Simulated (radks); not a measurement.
Species: Lu2+. Configuration: [Xe] 4f14 6s1.

Calculated with a radial shooting solver on a logarithmic mesh with Libxc functionals: scalar-relativistic Kohn-Sham, LDA (Slater exchange, Perdew-Wang correlation), spin-unpolarised, spherical densities, point nucleus.

Energy parts (eV):
| part | energy |
|---|---|
| total | -396028.68 |
| kinetic | 432690.68 |
| electron-nucleus | -975013.01 |
| Hartree | 154208.14 |
| exchange-correlation | -7914.49 |

Orbitals (lengths in bohr, moments of r in powers of bohr; <r^-3> diverges for s and p1/2; r(max) is where P^2 peaks):
orbital  occ.  eigenvalue (eV)  <r^-3>   <1/r>   r(max)      <r>
1s          2        -63208.95       -   82.17  0.01214  0.01933
2s          2        -10775.29       -   19.17  0.06935  0.08188
2p          6        -9485.002   16850   17.55  0.05661  0.07294
3s          2        -2454.761       -   7.085   0.1959   0.2128
3p          6        -2067.631    3695   6.585   0.1932   0.2125
3d         10        -1602.115   483.3   6.235   0.1573   0.1925
4s          2        -501.9626       -   3.002   0.4462   0.4782
4p          6        -374.8859   845.3   2.735   0.4672   0.5082
4d         10        -209.1480   93.30   2.420   0.4808   0.5479
5s          2         -78.6934       -   1.139    1.041    1.167
5p          6         -49.0537   109.2  0.9468    1.192    1.379
4f         14         -27.2432   13.95   1.832   0.4679   0.7191
6s          1         -17.9242       -  0.4176    2.721    3.031

The highest occupied level is 6s at -17.924 eV. The density falls to 0.001 e/bohr^3 at r = 4.03 bohr.
